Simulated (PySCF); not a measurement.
Species: C5H16N2Si2.
SMILES with atom numbers: `[CH3:1][N:2]([CH3:3])[Si@@H:4]1[CH2:5][CH2:6][CH2:7][Si@H:8]1[NH2:9]` (hydrogens: H10, H11, H12 on C1; H13, H14, H15 on C3; H16 on Si4; H17, H18 on C5; H19, H20 on C6; H21, H22 on C7; H23 on Si8; H24, H25 on N9)

The same species was optimised twice, with GFN2-xTB and with PBE0-D3(BJ)/def2-SVP (PySCF), and the same property calculations (PySCF, gas phase) were run on both structures.

```json
{"coordinate": "Si4–Si8 (Å)", "GFN2-xTB": "2.297", "PBE0-D3(BJ)/def2-SVP": "2.339", "change": "+0.042"}
{"coordinate": "N2–Si4 (Å)", "GFN2-xTB": "1.726", "PBE0-D3(BJ)/def2-SVP": "1.746", "change": "+0.020"}
{"coordinate": "C7–Si8 (Å)", "GFN2-xTB": "1.911", "PBE0-D3(BJ)/def2-SVP": "1.899", "change": "-0.012"}
{"coordinate": "Si8–N9 (Å)", "GFN2-xTB": "1.729", "PBE0-D3(BJ)/def2-SVP": "1.742", "change": "+0.013"}
{"coordinate": "C5–C6 (Å)", "GFN2-xTB": "1.528", "PBE0-D3(BJ)/def2-SVP": "1.538", "change": "+0.010"}
{"coordinate": "C6–C7 (Å)", "GFN2-xTB": "1.530", "PBE0-D3(BJ)/def2-SVP": "1.536", "change": "+0.006"}
{"coordinate": "Si4–C5 (Å)", "GFN2-xTB": "1.910", "PBE0-D3(BJ)/def2-SVP": "1.905", "change": "-0.005"}
{"coordinate": "C1–N2 (Å)", "GFN2-xTB": "1.439", "PBE0-D3(BJ)/def2-SVP": "1.440", "change": "+0.001"}
{"coordinate": "N2–C3 (Å)", "GFN2-xTB": "1.440", "PBE0-D3(BJ)/def2-SVP": "1.441", "change": "+0.001"}
{"coordinate": "C7–Si8–N9 (°)", "GFN2-xTB": "106.2", "PBE0-D3(BJ)/def2-SVP": "109.2", "change": "+3.0"}
{"coordinate": "N2–Si4–Si8 (°)", "GFN2-xTB": "112.8", "PBE0-D3(BJ)/def2-SVP": "115.0", "change": "+2.2"}
{"coordinate": "C1–N2–C3 (°)", "GFN2-xTB": "112.0", "PBE0-D3(BJ)/def2-SVP": "113.9", "change": "+1.9"}
{"coordinate": "N2–Si4–C5 (°)", "GFN2-xTB": "109.2", "PBE0-D3(BJ)/def2-SVP": "111.0", "change": "+1.8"}
{"coordinate": "Si4–C5–C6 (°)", "GFN2-xTB": "107.4", "PBE0-D3(BJ)/def2-SVP": "109.1", "change": "+1.7"}
{"coordinate": "C6–C7–Si8 (°)", "GFN2-xTB": "109.0", "PBE0-D3(BJ)/def2-SVP": "107.5", "change": "-1.5"}
{"coordinate": "C1–N2–Si4 (°)", "GFN2-xTB": "120.1", "PBE0-D3(BJ)/def2-SVP": "121.5", "change": "+1.4"}
{"coordinate": "Si4–Si8–C7 (°)", "GFN2-xTB": "93.7", "PBE0-D3(BJ)/def2-SVP": "92.6", "change": "-1.1"}
{"coordinate": "C1–N2–Si4–C5 (°)", "GFN2-xTB": "163", "PBE0-D3(BJ)/def2-SVP": "153", "change": "-10"}
```

Rotational constants: A = 1723, B = 835.3, C = 638.9 MHz (GFN2-xTB) against A = 1720, B = 807.1, C = 638.4 MHz (PBE0-D3(BJ)/def2-SVP). Point groups within 0.08 Å: C1 and C1.

On the GFN2-xTB structure: HOMO (eV) -6.10 [PBE0/pcSseg-1]; LUMO (eV) 0.30 [PBE0/pcSseg-1]; dipole (D) 0.84 [PBE0/pcSseg-1]; GIAO shielding of C1/C3 (mean) (ppm) 143.6 [PBE0/pcSseg-1]; GIAO shielding of N2 (ppm) 250.7 [PBE0/pcSseg-1]; GIAO shielding of Si4 (ppm) 358.8 [PBE0/pcSseg-1]; GIAO shielding of C5 (ppm) 164.7 [PBE0/pcSseg-1]; GIAO shielding of C6 (ppm) 161.9 [PBE0/pcSseg-1]; GIAO shielding of C7 (ppm) 164.1 [PBE0/pcSseg-1]; GIAO shielding of Si8 (ppm) 371.6 [PBE0/pcSseg-1]; GIAO shielding of N9 (ppm) 260.1 [PBE0/pcSseg-1].

**Question.** What do these properties become on the PBE0-D3(BJ)/def2-SVP structure?

**Answer.** 
```
                                    property          level  on GFN2-xTB  on PBE0-D3(BJ)/def2-SVP  change
                                   HOMO (eV)  PBE0/pcSseg-1        -6.10                    -6.09   +0.01
                                   LUMO (eV)  PBE0/pcSseg-1         0.30                     0.42   +0.12
                                  dipole (D)  PBE0/pcSseg-1         0.84                     0.69   -0.15
energy, GFN2-xTB geometry as zero (kcal/mol)  PBE0/pcSseg-1          0.0                     -3.3    -3.3
        GIAO shielding of C1/C3 (mean) (ppm)  PBE0/pcSseg-1        143.6                    142.7    -0.9
                  GIAO shielding of N2 (ppm)  PBE0/pcSseg-1        250.7                    250.1    -0.6
                 GIAO shielding of Si4 (ppm)  PBE0/pcSseg-1        358.8                    356.8    -2.0
                  GIAO shielding of C5 (ppm)  PBE0/pcSseg-1        164.7                    166.0    +1.3
                  GIAO shielding of C6 (ppm)  PBE0/pcSseg-1        161.9                    160.6    -1.3
                  GIAO shielding of C7 (ppm)  PBE0/pcSseg-1        164.1                    163.9    -0.2
                 GIAO shielding of Si8 (ppm)  PBE0/pcSseg-1        371.6                    375.4    +3.8
                  GIAO shielding of N9 (ppm)  PBE0/pcSseg-1        260.1                    258.7    -1.4
```

The heavy atoms differ by 0.140 Å rms after alignment. Among the bonds compared Si4–Si8 changes most (+0.042 Å). Changes are differences of the printed values. Neither structure is proved a minimum here.
